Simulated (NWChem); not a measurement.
System: AlH$_{2}$ cation; SMILES [AlH2+]

NWChem printed, in part:

```
             Northwest Computational Chemistry Package (NWChem) 7.3.0
             --------------------------------------------------------

                             Geometry "geometry" -> ""
                             -------------------------

 Output coordinates in angstroms (scale by  1.889725989 to convert to a.u.)

  No.       Tag          Charge          X              Y              Z
 ---- ---------------- ---------- -------------- -------------- --------------
    1 Al                  13.0000     0.00000000     0.00000000     0.00000000
    2 H                    1.0000     0.00000000     0.00000000    -1.55363500
    3 H                    1.0000     0.00000000     0.00000000     1.55363500

 Effective nuclear repulsion energy (a.u.)       9.0260563765

                                 NWChem DFT Module
                                 -----------------

 Summary of "ao basis" -> "ao basis" (spherical)
 ------------------------------------------------------------------------------
       Tag                 Description            Shells   Functions and Types
 ---------------- ------------------------------  ------  ---------------------
 Al                         6-31+g*                 10       22   5s4p1d
 H                          6-31+g*                  2        2   2s

            General Information
            -------------------
          SCF calculation type: DFT
          Wavefunction type:  closed shell.
          No. of atoms     :     3
          No. of electrons :    14
           Alpha electrons :     7
            Beta electrons :     7
          Charge           :     1
          Spin multiplicity:     1
          Use of symmetry is: off; symmetry adaption is: off
          Maximum number of iterations: 150
          AO basis - number of functions:    26
                     number of shells:    14
          Convergence on energy requested:  1.00D-06
          Convergence on density requested:  1.00D-05
          Convergence on gradient requested:  5.00D-04

              XC Information
              --------------
                         B3LYP Method XC Potential
                     Hartree-Fock (Exact) Exchange  0.200
                        Slater Exchange Functional  0.800 local
                    Becke 1988 Exchange Functional  0.720 non-local
              Lee-Yang-Parr Correlation Functional  0.810
                  VWN I RPA Correlation Functional  0.190 local

[...]

                                NWChem TDDFT Module
                                -------------------

            General Information
            -------------------
           No. of orbitals :      52
            Alpha orbitals :      26
             Beta orbitals :      26
        Alpha frozen cores :       0
         Beta frozen cores :       0
     Alpha frozen virtuals :       0
      Beta frozen virtuals :       0
         Spin multiplicity :       1
    Number of AO functions :      26
        Use of symmetry is : off
      Symmetry adaption is : off
         Schwarz screening :  0.10D-07

              XC Information
              --------------
                  B3LYP Method XC Potential
              Hartree-Fock (Exact) Exchange   0.20
                 Slater Exchange Functional   0.80 local
             Becke 1988 Exchange Functional   0.72 non-local
       Lee-Yang-Parr Correlation Functional   0.81
           VWN I RPA Correlation Functional   0.19 local

             TDDFT Information
             -----------------
          Calculation type : Tamm-Dancoff TDDFT
         Wavefunction type : Restricted singlets
          No. of electrons :      14
           Alpha electrons :       7
            Beta electrons :       7
              No. of roots :       6
          Max subspacesize :    5200
            Max iterations :     100
               Target root :       1
           Target symmetry : none
      Symmetry restriction : off
                 Algorithm : Optimal
        Davidson threshold :  0.10D-03

    6 smallest eigenvalue differences (eV)
--------------------------------------------------------
  No. Spin  Occ  Vir  Irrep   E(Occ)    E(Vir)   E(Diff)
--------------------------------------------------------
    1    1    7    8 a        -0.590    -0.311     7.592
    2    1    7    9 a        -0.590    -0.311     7.592
    3    1    7   10 a        -0.590    -0.277     8.515
    4    1    6    8 a        -0.679    -0.311    10.015
    5    1    6    9 a        -0.679    -0.311    10.015
    6    1    6   10 a        -0.679    -0.277    10.939
--------------------------------------------------------

  Entering Davidson iterations
  Restricted singlet excited states

  Iter   NTrls   NConv    DeltaV     DeltaE      Time
  ----  ------  ------  ---------  ---------  ---------
    1      6       0     0.80E-01   0.10+100        1.1
    2     12       0     0.56E-02   0.12E-01        1.1
    3     18       2     0.11E-02   0.69E-04        1.0
    4     22       6     0.67E-04   0.11E-05        0.9
  ----  ------  ------  ---------  ---------  ---------
  Convergence criterion met

  Ground state a        -243.302471012307 a.u.

  ----------------------------------------------------------------------------
  Root   1 singlet a              0.231312069 a.u.                6.2943 eV
  ----------------------------------------------------------------------------
     Transition Moments    X  0.00000   Y  0.00000   Z -0.00000
     Dipole Oscillator Strength                    0.0000000000
     Electric Quadrupole                           0.0000002381
     Magnetic Dipole                               0.0000034887
     Total Oscillator Strength                     0.0000037268

[...]
```

Level: B3LYP/6-31+G* (spherical d), TDA. The geometry was optimised at PBE0-D3(BJ)/def2-TZVP. B3LYP is NWChem's, with the RPA form of VWN correlation.

Q: Write an input that gives this output.

A: One answer among several that fit: the input that was run:
```
start job
memory heap 200 mb stack 900 mb global 1100 mb
charge 1
geometry units angstroms noautosym nocenter noautoz
  Al     0.000000     0.000000     0.000000
  H      0.000000     0.000000    -1.553635
  H      0.000000     0.000000     1.553635
end
basis spherical
  * library 6-31+g*
end
dft
  xc b3lyp
  iterations 150
end
tddft
  cis
  nroots 6
  notriplet
end
task tddft energy
```
